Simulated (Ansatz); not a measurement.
Diatomic MgAl, multiplicity 4 (an upper state: multiplicity 2 came lower at CCSD(T)/def2-TZVPP on PBE0 minima).

The constants come from a fifth-degree fit in 1/R (seven points, main isotopes). In def2 and cc sets the state is the lowest found near the PBE0 minimum, followed along R.

Correlated levels freeze the inner cores; with def2 sets outer-core shells near the valence are correlated too.

The values were computed with Ansatz (Gaussian orbitals). 

Energies at CCSD(T)/def2-TZVPP:

```
R (Å)       E (hartree)
--------  -------------
2.327415  -441.69278289
2.389980  -441.69550884
2.447539  -441.69695126
2.512607  -441.69755897
2.577674  -441.69727315
2.652752  -441.69605555
2.740343  -441.69371084
```

Problem. With a reduced mass of 12.6976 u, find the minimum, the force constant and the constants.

Solution. A fifth-degree polynomial in 1/R puts the minimum at r_e = 2.5223 Å with force constant 89.0 N/m. Then ω_e = (1/2πc)√(k/μ) = 345 cm⁻¹ and B_e = h/(8π²cμr_e²) = 0.2087 cm⁻¹; the cubic and quartic terms give α_e = 0.0013 and ω_e x_e = 1.6 cm⁻¹.

Doubts at one or more of the structures used: T1 above 0.05 (CCSD(T)/def2-TZVPP).

Ansatz is a first-principles code.
